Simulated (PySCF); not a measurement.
# Finite-field polarisability of Sn (tin, neutral)

[Kr] 4d10 5s2 5p2, high-spin 3P determinant. Computed with PySCF 2.14 in aug-cc-pwCVDZ-PP with ECP28MDF (6s5p4d1f, 48 functions), with scalar relativity through the core potential. Frozen: 4s2 4p6 4d10. Energy changes in a uniform field (μhartree):

| axis | F (au) | HF | MP2 | CCSD | CCSD(T) |
| --- | --- | --- | --- | --- | --- |
| x | 0.0021 | -101.634 | -99.215 | -97.887 | -98.010 |
| x | 0.0042 | -406.561 | -396.886 | -391.582 | -392.071 |
| y | 0.0018 | -98.810 | -97.484 | -96.719 | -96.922 |
| y | 0.0036 | -395.631 | -390.330 | -387.275 | -388.090 |

By symmetry the remaining axis equals y.

Problem. Derive α along x at CCSD(T) from the two fields.

Solution. With ΔE = −αF²/2 − γF⁴/24, α = −(16 ΔE(F) − ΔE(2F))/(6F²) = 44.45 bohr³.

Problem. And the mean polarisability at each level?

Solution. The components xx, yy, zz at CCSD(T) are 44.45, 59.81, 59.81, the third axis being equal by symmetry to one of the two computed. Means: HF 56.01, MP2 55.10, CCSD 54.59, CCSD(T) 54.69 bohr³. Reference: 53 ± 6 bohr³ (recommended; Schwerdtfeger and Nagle, table of static dipole polarizabilities (2023 update)).

A double-zeta set is small for polarisabilities.
